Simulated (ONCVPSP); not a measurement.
Ce (Z = 58): one change to an ONCV potential, before and after

```
Element                 : Ce (Z = 58)
Generator               : ONCVPSP 4.0.1
Type                    : optimised norm-conserving Vanderbilt (ONCV)
Functional              : PBE
Relativity              : fully relativistic
Frozen core             : [Kr] 4d10
Valence charge          : 12
Reference configuration : 4f0.5 5s2 5p6 5d1.5 6s2
Partial waves           : 5s+6s: rc 2.15 bohr, ncon 4, nbas 7, qcut 5.6 1/bohr, 3 projectors, debl 3.1 Ha; 5p: rc 2.70 bohr, ncon 3, nbas 6, qcut 6.1 1/bohr, 2 projectors, debl 1.3 Ha; 5d: rc 3.30 bohr, ncon 4, nbas 8, qcut 5.7 1/bohr, 2 projectors, debl 1.3 Ha; 4f: rc 1.80 bohr, ncon 4, nbas 8, qcut 11.4 1/bohr, 2 projectors, debl 3.9 Ha
Local potential         : polynomial inside 1.65 bohr (lpopt 4, dvloc0 1 Ha)
Core correction         : none
```

Open shells are filled in proportion to 2j + 1.

Change: s: rc 2.84.

Cutoffs: the cutoffs (Ha) at which the residual kinetic energy of the hardest occupied pseudo-wave falls to 1 and 0.1 mHa per electron; they do not see the model core or the augmentation charge, which bear on the density cutoff. Errors are all-electron minus pseudo energies relative to the spin-unpolarised reference configuration.

Question: What does the change do?

Answer: The potential gets neither clearly harder nor softer (47 Ha and 52 Ha → 47 Ha and 52 Ha); the f channel sets the loose cutoff, while the largest relative change is in s, which becomes softer; the number of tests that count goes from 4 to 2; neither file shows a bound ghost.

| quantity | base | changed |
| --- | --- | --- |
| cutoff, loose | 47 Ha | 47 Ha |
| cutoff, tight | 52 Ha | 52 Ha |
| loose cutoff by channel | s 11 Ha, p 6.2 Ha, d 7.0 Ha, f 47 Ha | s 8.3 Ha, p 6.2 Ha, d 7.0 Ha, f 47 Ha |
| bound ghosts | none | none |
| GHOST(+) flags under 300 eV | s at 238.9 eV | s at 183.7 eV |
| tests counted as reliable (solved cleanly; for ONCVPSP, near-neutral configurations with less than one 5d electron left out) | 4 of 4 | 2 of 4 |
| error for 4f1 5s2 5p6 5d1 6s0, meV [ΔE 15.40 eV] | +131 | +162 |
| error for 4f1 5s2 5p6 5d1 6s1.5, meV [ΔE 0.69 eV] | +129 | +143 |
| p3/2: phases at 2.74 bohr within 0.05 rad from the reference energy up to (Ha; the scan ends near 5) | 3.8 | 3.8 |
| p1/2: phases at 2.74 bohr within 0.05 rad from the reference energy up to (Ha; the scan ends near 5) | 3.7 | 3.7 |
| d5/2: phases at 3.34 bohr within 0.05 rad from the reference energy up to (Ha; the scan ends near 5) | 3.3 | 3.3 |
| d3/2: phases at 3.34 bohr within 0.05 rad from the reference energy up to (Ha; the scan ends near 5) | 3.3 | 3.3 |
| f7/2: phases at 1.83 bohr within 0.05 rad from the reference energy up to (Ha; the scan ends near 5) | to the end of the scan | to the end of the scan |
| f5/2: phases at 1.83 bohr within 0.05 rad from the reference energy up to (Ha; the scan ends near 5) | to the end of the scan | to the end of the scan |

Changed file: Tests not counted: 4f1 5s2 5p6 5d1 6s2 (solver warning, printed error -106 eV); 4f1 5s2 5p6 5d1 6s1 (solver warning, printed error +148 meV).
